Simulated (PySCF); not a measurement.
A search over the determinants of SeBr

Unrestricted PBE0; Se cc-pVTZ-PP with ECP10, Br cc-pVTZ-PP with ECP10; scalar-relativistic core potentials (PySCF 2.14). Outer shells of the fragments: Se 3d10 4s2 4p4; Br 3d10 4s2 4p5.

Followed along the bond (rough minima from three points):

```csv
2Ms+1,unpaired,⟨S²⟩ at the start,R at minimum (Å),Te (eV)
2,π ↑,0.75,2.27,0.00
4,"σ ↑, π ↑↑",3.76,none in the scan,≤ 1.52
```

Solutions found at the starting distance of 2.230 Å, counted from the lowest of them; the search is not exhaustive and high or unbound solutions are not listed, so other states can lie among these:

```tsv
2Ms+1	unpaired	term	E (eV)	⟨S²⟩	⟨Lz²⟩	μ (D)
2	π ↑	²Π	0.00	0.75	1.01	-0.15
4	σ ↑, π ↑↑	⁴Σ⁻	2.10	3.76	0.00	-0.79
2	σ ↓, π ↑↑	mixed	2.60	1.76	0.00	-0.66
2	σ ↑, π ↑↓	mixed	2.63	1.76	2.02	-0.57
2	σ ↑	mixed	3.52	0.76	2.01	-0.15
4	σ ↑, π ↑↑	mixed	5.15	3.76	2.02	2.38
```

A term symbol is given only where ⟨S²⟩ and ⟨Lz²⟩ are close to those of a pure state; real π, δ and φ orbitals otherwise mix terms. A positive dipole means Se(−)Br(+).

Spin–orbit coupling is left out. Counting both spins, an empty level lies below a filled one in some of these solutions, because spin and occupation are held.
